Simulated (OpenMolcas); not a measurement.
# Ta3+: moving the ligands

Ta3+ with 6 ligands (fluoride) in octahedral coordination (Oh) at 2.03 Å. A charge of +0.5 e stands 3.2 Å behind each ligand. Ligand basis ANO-RCC-VDZP.
```
Ta    0.0000    0.0000    0.0000
F     2.0300    0.0000    0.0000
F     0.0000    2.0300    0.0000
F    -2.0300    0.0000    0.0000
F     0.0000   -2.0300    0.0000
F     0.0000    0.0000    2.0300
F     0.0000    0.0000   -2.0300
```

```json
{"Program": "OpenMolcas 26.06", "Method": "SS-CASPT2, IPEA 0.25 Eh, imaginary shift 0.1 Eh (the lowest 17 gerade and 18 ungerade orbitals frozen, chosen by energy and not by shell, so the metal 5p can be frozen and 4f correlated)", "Basis": "ANO-RCC-VTZP [8s7p5d3f2g1h]", "Scalar Hamiltonian": "DKH2, point nucleus", "Active space": "2 electrons in 5 orbitals (5d)", "State averaging": "2S+1 = 3 even, 10 roots; 2S+1 = 1 even, 15 roots", "Spin-orbit coupling": "state interaction with AMFI integrals over the reference wave functions"}
```

Runs around this geometry, states (labels of O, the rotations of Oh). Energies in cm-1 above the lowest state or level, χT in cm3 K/mol; under a threefold ground state the first gap can be a small split of the lowest multiplet, not the spin-orbit step; 10Dq and B are least-squares fits to the states below 45000 cm-1, weighted by degeneracy, with a free offset, and given where the rms deviation is under 5 % of |10Dq| (or 100 cm-1) and under 700 cm-1.

```tsv
R (Å)	Ground state	First state of that spin	10Dq	B (rms of fit)	First gap with spin-orbit (degeneracies)	χT at 300 K	First state of another spin
1.94	3T1	3T2 33220	33509	454 (321)	170 (2, 3)	0.178	1E 7780
2.03	3T1	3T2 28170	29204	496 (154)	210 (2, 3)	0.152	1T2 8090
2.08	3T1	3T2 25350	26628	503 (330)	240 (2, 3)	0.141	1T2 9000
```

Taking |10Dq| as R^-n, n = -ln(26628 / 33509) / ln(2.08 / 1.94) = 3.3 between the shortest and longest distance. The point-charge formula for a cubic d site gives n = 5.

Roots that are degenerate in the reference are averaged as groups; the widest CASPT2 spread within a group is 88 cm-1 (the 3-fold group of multiplicity 3 near 25400 cm-1 above the lowest state of its run, R = 2.08). Shifts and gaps below about the spread of the groups concerned are not significant. Over all roots computed the reference weight is 0.71 to 0.73 in R = 1.94, 0.72 to 0.73 in R = 2.03, 0.72 to 0.73 in R = 2.08; a low but even weight reflects the number of correlated electrons. An orbital triplet at a regular site is open to Jahn-Teller coupling, which can distort the site and quench the lowest spin-orbit gaps and is left out. Ligand-to-metal charge-transfer states are missing. With no ligand orbital active B as a rule stays too high, so bands that hang on it stand too high and its fall with covalency is understated. With one d shell and no ligand orbital active, 10Dq can be off by a tenth or more. The least metal-like active orbital is 73 % on the metal (Löwdin) and no ligand orbital is active, so the numbers are rough (holds for R = 1.94). The least metal-like active orbital is 80 % on the metal (Löwdin) and no ligand orbital is active, so the numbers are rough (holds for R = 2.03). The least metal-like active orbital is 82 % on the metal (Löwdin) and no ligand orbital is active, so the numbers are rough (holds for R = 2.08). No measured value stands beside these numbers; the geometry is a model, was not optimised and need not be the one that this ion takes.
